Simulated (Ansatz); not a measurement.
Mulliken charges of ClH5Si3, SMILES `Cl[SiH]1[SiH2][SiH2]1` from PBE/def2-TZVPP in Ansatz (PBE0-D4/def2-TZVP geometry).

```csv
atom,x (Å),y (Å),z (Å),charge (e)
Cl1,-2.179,1.214,-1.666,-0.201
Si2,-0.478,0.162,-1.192,0.253
Si3,0.982,0.833,0.483,0.052
Si4,-0.298,-1.123,0.732,0.052
H5,0.143,-0.399,-2.417,-0.039
H6,0.553,1.937,1.377,-0.026
H7,2.447,0.814,0.245,-0.033
H8,-1.370,-0.999,1.752,-0.025
H9,0.289,-2.485,0.669,-0.033
```

**Question.** By hand: the dipole of these point charges (1 e Å = 4.8032 D).

**Answer.** Σ q r = (0.277, -0.173, 0.081) e Å, of length 0.336 e Å = 1.61 D.

**Question.** How does the dipole of the full density compare? (An estimate is asked.)

**Answer.** The calculation gave: (0.190, -0.112, 0.100) e Å, 1.16 D; the point charges give 1.39 times that, at 11° from its direction.

Point charges leave out the atoms' own dipoles, such as those of lone pairs, and Mulliken's split depends on the basis, so the two needn't agree.
